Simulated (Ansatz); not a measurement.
Geometry optimisation, RKS PBE0/def2-SVP (Ansatz).

The input (input.yaml):

```yaml
crystal:
  periodic: [false, false, false]
  atoms:
    - { symbol: In, position_ang: [-1.164478, -0.194136, 0.166137] }
    - { symbol: Br, position_ang: [2.728888, -0.39016, -0.160819] }
    - { symbol: Cl, position_ang: [-1.759897, -1.867799, -1.321814] }
    - { symbol: Cl, position_ang: [-1.542402, -0.351929, 2.44837] }
    - { symbol: H, position_ang: [2.076187, 0.908665, -0.420227] }
    - { symbol: Cl, position_ang: [-0.338298, 1.895459, -0.711746] }
basis:
  gaussian: { orbitals: def2-SVP }
hamiltonian:
  xc: pbe0
relax:
  f_tol: 0.03
  max_steps: 50
output:
  orbitals: {}
```

Launched with:

```bash
$ ansatz run input.yaml --threads 2 --pin off --max-ram 3072MiB --backend cpu --events-out ev --progress --plain --runs-dir out
```

Problem. Where does it end, and by what steps?

Solution. It converged. After 10 steps the energy has fallen by 0.271 eV; Br2 moved furthest, 0.68 Å. Joined: In1–Br2 (3.91 → 2.94 Å).

| step | energy less start (eV) | largest force component (eV/Å) | accepted |
| --- | --- | --- | --- |
| 0 | 0.0000 | 0.923 | yes |
| 1 | -0.1030 | 0.432 | yes |
| 2 | -0.1795 | 0.333 | yes |
| 3 | -0.2478 | 0.314 | yes |
| 4 | -0.2188 | 0.841 | no |
| 5 | -0.2647 | 0.123 | yes |
| 6 | -0.2673 | 0.274 | yes |
| 7 | -0.2645 | 0.161 | no |
| 8 | -0.2700 | 0.130 | yes |
| 9 | -0.2697 | 0.038 | no |
| 10 | -0.2708 | 0.013 | yes |

```xyz
6
Properties=species:S:1:pos:R:3
In -0.829 -0.162 0.122
Br 2.093 -0.496 0.041
Cl -1.533 -1.815 -1.360
Cl -1.261 -0.353 2.403
H 1.897 0.838 -0.461
Cl -0.367 1.988 -0.745
```

Whether the end is a true minimum wasn't checked by a vibrational analysis.

Run time: 110 s on 2 threads of Intel(R) Xeon(R) Processor @ 2.50GHz (Skylake/Cascade Lake), on a shared host, peak memory 0.35 GiB.
